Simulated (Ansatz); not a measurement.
Q: Predict a relaxed structure of the cluster Al2Sb2⁺ (the lowest doublet isomer of a short search), charge 1, doublet, at PBE-D4/def2-SVP (Ansatz).

A: 
```xyz
4

Al   -0.307   -0.466   -2.149
Al    0.610    1.355   -0.452
Sb    0.334    0.535    2.074
Sb   -0.637   -1.424    0.528
```
Point group Cs (tolerance 0.1 Å). This is one stationary point.

In the def2 sets Sb takes a core potential; there is no spin–orbit coupling. The relaxation made no stability test and no search for a lower SCF solution. The structure comes from a short search, and lower isomers may exist.
